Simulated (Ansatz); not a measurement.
Relaxation of the cluster NbO₃H with RKS B3LYP-D4/def2-TZVP.

```sh
$ ansatz run in.yaml --threads 2 --pin off --events-out ev --progress --plain --max-ram 4352MiB
```

```yaml
crystal:
  periodic: [false, false, false]
  atoms:
    - {symbol: Nb, position_ang: [-0.219730, -0.463640, 0.473320]}
    - {symbol: O, position_ang: [1.345680, 0.355640, -0.327620]}
    - {symbol: O, position_ang: [-0.659510, 0.415210, -1.198720]}
    - {symbol: O, position_ang: [0.287790, 1.128040, -0.585770]}
    - {symbol: H, position_ang: [-0.754230, -1.435250, 1.638790]}
basis:
  gaussian: {orbitals: def2-TZVP}
hamiltonian: {xc: {name: B3LYP}, dispersion: d4}
scf: {lower_state_search: "off"}
output: {orbitals: {seedname: orbitals}}
relax: {f_tol: 0.02, max_steps: 100}
```

Run time 32 s (2 threads of Arm Neoverse V2 on a shared host).

Positions (Å) and forces (eV/Å) at steps 1, 2, 3, 4, 5, 6, 7, 8, 9, 10, 11, 12, 13, 14, 15, 16, 18 of 18:

```xyz
5
step=1 energy=-7703.6410 eV
Nb   -0.220   -0.464    0.473    0.482   -0.269   -1.107
O     1.346    0.356   -0.328    3.552   -2.270    0.765
O    -0.660    0.415   -1.199   -3.104   -2.075   -2.138
O     0.288    1.128   -0.586    0.291    6.658   -0.190
H    -0.754   -1.435    1.639   -1.220   -2.045    2.669
5
step=2 energy=-7704.4757 eV
Nb   -0.200   -0.478    0.427    0.012   -0.583   -0.063
O     1.388    0.379   -0.335    1.475   -1.512    0.791
O    -0.682    0.440   -1.235   -1.663   -1.421   -0.574
O     0.315    1.205   -0.642    0.157    3.416   -0.116
H    -0.821   -1.545    1.786    0.019    0.100   -0.037
5
step=3 energy=-7704.7990 eV
Nb   -0.186   -0.503    0.393    0.226   -0.092   -0.528
O     1.420    0.362   -0.273   -0.120   -0.753    0.639
O    -0.750    0.427   -1.216   -0.423   -0.744    0.508
O     0.339    1.257   -0.695    0.220    1.368   -0.411
H    -0.824   -1.544    1.791    0.097    0.221   -0.208
5
step=4 energy=-7705.0511 eV
Nb   -0.161   -0.512    0.335   -0.126   -0.519    0.245
O     1.409    0.344   -0.180    0.516   -0.387    0.583
O    -0.812    0.410   -1.145   -0.791   -0.348    0.017
O     0.384    1.304   -0.795    0.196    0.886   -0.400
H    -0.821   -1.546    1.784    0.204    0.368   -0.445
5
step=5 energy=-7705.3646 eV
Nb   -0.135   -0.596    0.269    0.870    1.559   -1.863
O     1.427    0.327    0.013   -0.569   -0.713    0.609
O    -0.965    0.398   -1.026   -0.092   -0.713    0.807
O     0.452    1.339   -0.949   -0.048   -0.108    0.082
H    -0.779   -1.469    1.694   -0.161   -0.024    0.365
5
step=6 energy=-7705.8320 eV
Nb   -0.067   -0.642    0.111    0.284    1.201   -0.534
O     1.448    0.265    0.197   -0.535   -0.843    0.373
O    -1.116    0.342   -0.918    0.092   -0.816    0.612
O     0.493    1.410   -1.041    0.015    0.215   -0.136
H    -0.758   -1.375    1.651    0.144    0.243   -0.315
5
step=7 energy=-7705.8924 eV
Nb   -0.069   -0.610    0.119    0.655    1.313   -0.973
O     1.496    0.185    0.306   -1.411   -0.651    0.079
O    -1.229    0.269   -0.880    0.974   -0.443    0.915
O     0.549    1.553   -1.168   -0.310   -0.501    0.172
H    -0.747   -1.396    1.623    0.091    0.284   -0.193
5
step=8 energy=-7706.0667 eV
Nb   -0.031   -0.633    0.035    0.799    0.089    0.171
O     1.458    0.197    0.355   -0.165   -0.527    0.523
O    -1.229    0.290   -0.822    0.095    0.645   -0.137
O     0.523    1.469   -1.137   -0.812   -0.321   -0.309
H    -0.721   -1.324    1.569    0.083    0.114   -0.249
5
step=9 energy=-7706.7629 eV
Nb    0.041   -0.688   -0.096    4.089    2.051    1.017
O     1.433    0.184    0.547   -1.968   -2.535    0.375
O    -1.250    0.367   -0.698    1.126    2.000   -0.526
O     0.447    1.356   -1.209   -3.030   -1.408   -0.648
H    -0.671   -1.219    1.457   -0.217   -0.108   -0.219
5
step=10 energy=-7708.1038 eV
Nb    0.095   -0.676   -0.137    4.715    1.443    0.850
O     1.412    0.156    0.639   -1.242   -1.927    0.157
O    -1.154    0.464   -0.668   -0.005    2.969   -1.095
O     0.295    1.237   -1.233   -3.029   -2.350    0.189
H    -0.649   -1.180    1.400   -0.438   -0.135   -0.101
5
step=11 energy=-7709.2792 eV
Nb    0.168   -0.653   -0.166    3.704    1.070    0.498
O     1.417    0.135    0.709   -0.554   -1.267    0.156
O    -1.093    0.562   -0.663   -1.820    1.842   -0.089
O     0.151    1.105   -1.237   -0.821   -1.595   -0.305
H    -0.643   -1.148    1.357   -0.510   -0.049   -0.260
5
step=12 energy=-7710.0908 eV
Nb    0.302   -0.600   -0.223    1.387    1.831    1.830
O     1.456    0.092    0.862   -0.794   -1.058   -0.998
O    -1.130    0.637   -0.543    0.000    0.233    0.145
O     0.042    0.981   -1.340   -0.489   -0.972   -0.084
H    -0.671   -1.110    1.244   -0.104   -0.034   -0.893
5
step=13 energy=-7710.3761 eV
Nb    0.382   -0.526   -0.138   -1.134   -0.574    0.798
O     1.567    0.147    0.853    0.559    0.164    0.434
O    -1.109    0.716   -0.438    0.144   -0.288    0.315
O    -0.043    0.812   -1.384    0.010    0.673   -1.124
H    -0.798   -1.150    1.107    0.420    0.026   -0.423
5
step=14 energy=-7710.4248 eV
Nb    0.357   -0.502   -0.106   -0.272    0.009    0.081
O     1.571    0.156    0.879    0.154    0.039    0.155
O    -1.098    0.752   -0.392    0.921   -0.115   -0.628
O    -0.041    0.794   -1.454   -0.805    0.099    0.431
H    -0.788   -1.200    1.073    0.002   -0.032   -0.039
5
step=15 energy=-7710.4323 eV
Nb    0.386   -0.479   -0.064   -0.641    0.364   -0.286
O     1.607    0.186    0.914    0.048    0.040    0.001
O    -1.029    0.811   -0.345    0.340   -0.245   -0.121
O    -0.134    0.712   -1.500    0.156   -0.008    0.216
H    -0.830   -1.230    0.995    0.097   -0.151    0.190
5
step=16 energy=-7710.4568 eV
Nb    0.352   -0.482   -0.076    0.080    0.079   -0.059
O     1.583    0.175    0.897   -0.013   -0.015   -0.024
O    -1.037    0.809   -0.381   -0.092   -0.006    0.093
O    -0.097    0.749   -1.488    0.099   -0.009   -0.083
H    -0.801   -1.251    1.048   -0.074   -0.049    0.074
5
step=18 energy=-7710.4578 eV
Nb    0.352   -0.480   -0.077   -0.007    0.009    0.000
O     1.585    0.175    0.893    0.001    0.000    0.000
O    -1.041    0.807   -0.382    0.005   -0.002    0.003
O    -0.091    0.753   -1.488    0.002   -0.002   -0.004
H    -0.805   -1.255    1.054   -0.001   -0.005    0.001
```

In the def2 sets Nb takes a core potential; there is no spin–orbit coupling. The structure holds one bond between oxygen atoms, so isomers without such links may lie far lower. Another isomer (singlet) lies 4.16 eV lower at PBE0-D4/def2-TZVP; other spin states weren't run for this one.
